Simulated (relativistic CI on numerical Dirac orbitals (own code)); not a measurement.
# Ru⁷⁺ (4d) in a crystal field

Calculated by Dirac-Coulomb-Breit CI, separate exchange-only KLI orbitals for each configuration, model QED, valence Slater integrals scaled by 0.75, one configuration in a parametric crystal field (own radial code).

Field parameters in Wybourne normalisation: Oh B⁴₀ = 21Dq, B⁴₄ = √(5/14) B⁴₀. The field is a parameter set, without covalency.

S is read from ⟨S²⟩ = S(S + 1).

Site symmetry Oh; labels are those of the double group. Computed levels in cm⁻¹ above the lowest, in rising order:

| Δ (size of 10Dq) | Lowest | No. 2 | No. 3 |
| --- | --- | --- | --- |
| 8500 | Γ8 | 2974 Γ7 | 10222 Γ8 |
| 15350 | Γ8 | 2797 Γ7 | 16716 Γ8 |
| 22150 | Γ8 | 2721 Γ7 | 23365 Γ8 |
| 28950 | Γ8 | 2679 Γ7 | 30082 Γ8 |
| 35800 | Γ8 | 2653 Γ7 | 36879 Γ8 |
| 42600 | Γ8 | 2635 Γ7 | 43642 Γ8 |

Ground-state S against |10Dq| in cm⁻¹: 8500: 0.50, 15350: 0.50, 22150: 0.50, 28950: 0.50, 35800: 0.50, 42600: 0.50.

No abrupt spin change occurs in this range.
